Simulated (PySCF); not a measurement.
C2H4BNO2. Atoms are numbered in the order given.

```xyz
10

N     -0.3162     2.5761     0.0000
C      0.3231     1.6081     0.0000
C      1.0053     0.3235     0.0000
B     -0.0331    -0.8987     0.0000
O     -1.3789    -0.7253     0.0000
O      0.4954    -2.1469     0.0000
H      1.6611     0.2413    -0.8832
H      1.6611     0.2413     0.8832
H     -1.6606     0.2007     0.0000
H     -0.1849    -2.8343     0.0000
```

The structure is a stationary point at B3LYP-D3(BJ)/def2-SVP. One conformer was computed; it need not be the lowest.

Computed with PySCF with r2SCAN/def2-TZVP.

Gas-phase values at a fixed geometry.

```json
{
  "total_energy": "-308.73913 hartree",
  "point_group": "Cs",
  "highest_occupied_level": "-8.18 eV",
  "lowest_empty_level": "-0.24 eV",
  "orbital_gap": "7.95 eV",
  "dipole_moment": "0.624 e·Å",
  "quadrupole, principal values (traceless, Buckingham form, about the centre of nuclear charge)": "-10.67, 4.43, 6.24 D·Å",
  "mean_static_polarisability": "47.0 bohr³ (6.96 Å³)",
  "polarisability_principal_values": "33.9, 44.2, 62.7 bohr³"
}
```
